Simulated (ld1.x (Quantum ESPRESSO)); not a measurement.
Before and after: PAW potential for chlorine

| Quantity | Value |
| --- | --- |
| Element | Cl |
| Generator | ld1.x (Quantum ESPRESSO) 7.5 |
| Type | PAW |
| Functional | PBEsol |
| Relativity | non-relativistic |
| Frozen core | [Ne] |
| Valence charge | 7 |
| Reference configuration | 3s2 3p4 (charge +1) |
| Partial waves | 3s (bound): rcut 0.90, rcutus 1.10 bohr; 3s channel at -1.9 Ry: rcut 0.90, rcutus 1.10 bohr; 3p (bound): rcut 1.00, rcutus 1.30 bohr; 3p channel at 2.4 Ry: rcut 1.00, rcutus 1.30 bohr |
| Local potential | all-electron potential smoothed inside 1.30 bohr (lloc = -2) |
| Core correction | a·sin(br)/r model core inside 0.55 bohr |
| Augmentation charge | PSQ, radius 1.00 bohr |

All-electron outer shells of the reference configuration (PBEsol, non-relativistic, ld1.x):

| shell | level (eV) | outermost node (bohr) | outermost maximum (bohr) |
| --- | --- | --- | --- |
| 3s | -31.83 | 0.56 | 1.27 |
| 3p | -19.39 | 0.53 | 1.39 |

Change: all radii but the core radius scaled by about 1.27 (s 1.40, p 1.66 bohr, rcut 1.14/1.28); local potential all-electron potential smoothed inside 1.66 bohr (lloc = -2); augmentation PSQ, radius 1.28 bohr.

Cutoffs: the cutoffs (Ry, on a coarse ladder) from which the occupation-weighted sum of valence levels, in a spherical-Bessel basis at the reference potential, stays within 10 and 1 mRy of its value at 400 Ry; they do not see the model core or the augmentation charge, which bear on the density cutoff. Errors are all-electron minus pseudo energies relative to the spin-unpolarised reference configuration.

Task: How do hardness, ghosts and transferability respond?

Result: The potential gets softer (35 Ry and 60 Ry → 25 Ry and 35 Ry); the bound ghost in s disappears; the errors of the 7 common tests hardly move. A larger radius leaves more room for a smooth pseudo-wave, so fewer plane waves are needed.

```tsv
quantity	base	changed
cutoff, loose	35 Ry	25 Ry
cutoff, tight	60 Ry	35 Ry
loose cutoff by channel (10 mRy a level)	s 30 Ry, p 15 Ry	s 8 Ry, p 18 Ry
bound ghosts	s	none
error for 3s2 3p5, meV [ΔE -13.85 eV]	-0.4	-0.3
error for 3s2 3p3, meV [ΔE 25.41 eV]	-2.5	-2.3
error for 3s2 3p2, meV [ΔE 63.67 eV]	-18	-17
error for 3s2 3p5.3, meV [ΔE -15.98 eV]	-0.5	-0.3
error for 3s1 3p5, meV [ΔE 12.48 eV]	-0.2	-0.1
error for 3s2 3p1, meV [ΔE 115.86 eV]	-70	-65
error for 3s1 3p6, meV [ΔE -1.92 eV]	-0.3	0.0
lowest overlap eigenvalue by channel	s 0.61, p 0.75	s 0.42, p 0.71
```

 A true bound ghost makes a file unfit for plane-wave use even where its test errors are small: the radial tests pick states by their node count and pass the ghost by.
